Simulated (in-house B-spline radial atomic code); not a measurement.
Configurations of Ce VI (Ce5+), with energies counted from [Kr] 4d10 5s2 5p5. All numbers are computed (scalar-relativistic (X2C) LC-wPBE, spin-polarised, spherical fractional occupations, exact exchange averaged over the configuration; Fermi nucleus of rms radius 4.8771 fm) with a B-spline radial code for spherical atoms, not measured. Shells without spins written out take the highest spin.

Occupations are held fixed; configurations that lie above the ionisation limit could autoionise.

```json
{"configuration": "[Kr] 4d10 4f1 5s2 5p4", "E - E(ref) (eV)": "11.42", "highest orbital": "4f up", "its <r> (bohr)": "0.9852"}
{"configuration": "[Kr] 4d10 5s2 5p4 5f1", "E - E(ref) (eV)": "48.607", "highest orbital": "5f up", "its <r> (bohr)": "2.949"}
{"configuration": "[Kr] 4d10 5s2 5p4 6d1", "E - E(ref) (eV)": "50.393", "highest orbital": "6d up", "its <r> (bohr)": "3.909"}
{"configuration": "[Kr] 4d10 5s2 5p4 6f1", "E - E(ref) (eV)": "59.584", "highest orbital": "6f up", "its <r> (bohr)": "5.247"}
```

Order these further configurations by energy, lowest first.
A. [Ar] 3d9 4s2 4p6 4d10 5s2 5p5 6d1
B. [Ar] 3d9 4s2 4p6 4d10 5s2 5p5 6s1
C. [Kr] 4d9 5s2 5p5 6d1
D. [Ar] 3d9 4s2 4p6 4d10 5s2 5p5 6f1
E. [Kr] 4d9 5s2 5p6

E (99.417 eV), C (152.48 eV), B (915.41 eV), A (931.13 eV), D (940.38 eV).
